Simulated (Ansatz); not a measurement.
Total energies of Li4N⁺ (the lowest singlet isomer of a short search) from Ansatz at r2SCAN-D4/def2-TZVP, gas phase (1 Eh = 27.2114 eV = 2625.5 kJ/mol). The reference geometry is relaxed at B3LYP-D4/def2-TZVP.

```xyz
5

Li   -0.7849   -0.1893   -1.5853
Li    0.1395    1.7301    0.3900
Li   -0.9765   -0.8117    1.2460
Li    1.6219   -0.7293   -0.0508
N     0.0001    0.0001    0.0000
```

| state | geometry | energy (Eh) |
| --- | --- | --- |
| charge 1 singlet | reference | -84.69125 |
| charge 0 doublet | reference | -84.82994 |
| charge 1 triplet | relaxed at B3LYP-D4/def2-TZVP | -84.60819 |
| charge 1 quintet | relaxed at B3LYP-D4/def2-TZVP | -84.48474 |

Question: Work out the vertical electron affinity, to the doublet.

Answer: E(charge 1 singlet) − E(charge 0 doublet) = -84.69125 − (-84.82994) = 0.13869 Eh = 3.77 eV.

Question: Which of the charge 1 states is lowest, and how far above it are the others?

Answer: The singlet. triplet: -84.60819 − (-84.69125) = 0.08306 Eh = 218.1 kJ/mol; quintet: -84.48474 − (-84.69125) = 0.20651 Eh = 542.2 kJ/mol. The triplet differs in its bonds from the reference. The quintet differs in its bonds from the reference.

The structure comes from a short search, and lower isomers may exist.
